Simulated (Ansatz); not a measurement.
C2H5BrSi, SMILES `[SiH3]/C=C/Br`. Charge 0, multiplicity 1. The structure was optimised at the PBE0-D4/def2-TZVP level.

```xyz
9

Si    0.750    0.461   -1.051
C    -0.126    0.313    0.584
C    -0.827   -0.768    0.888
Br   -1.746   -1.005    2.517
H     2.211    0.637   -0.840
H     0.505   -0.776   -1.837
H     0.246    1.640   -1.803
H    -0.067    1.121    1.308
H    -0.945   -1.624    0.234
```

Question: What is the dipole moment at r2SCAN/def2-TZVPP? (An estimate is asked.)

Answer: Ansatz gave: 0.88 D, with components (0.46, 0.20, -0.72) D in this frame, pointing from negative to positive charge.

Question: And with PBE, B3LYP, ωB97M-V? (Best estimate.)

Answer: The calculation gave: PBE 0.77 D, B3LYP 0.88 D, ωB97M-V 0.90 D.

Question: Give the Mulliken charges with r2SCAN, ωB97M-V, PBE in def2-TZVPP. (An estimate is asked.)

Answer: Ansatz gave: 
```tsv
atom	r2SCAN	ωB97M-V	PBE
Si1	0.33	0.21	0.23
C2	-0.24	-0.25	-0.17
C3	-0.01	-0.08	-0.05
Br4	-0.06	-0.03	-0.05
H5	-0.07	-0.02	-0.05
H6	-0.07	-0.03	-0.05
H7	-0.07	-0.02	-0.05
H8	0.08	0.10	0.08
H9	0.10	0.12	0.11
```

B3LYP here is the variant with VWN-RPA as its local correlation; programs differ in this.
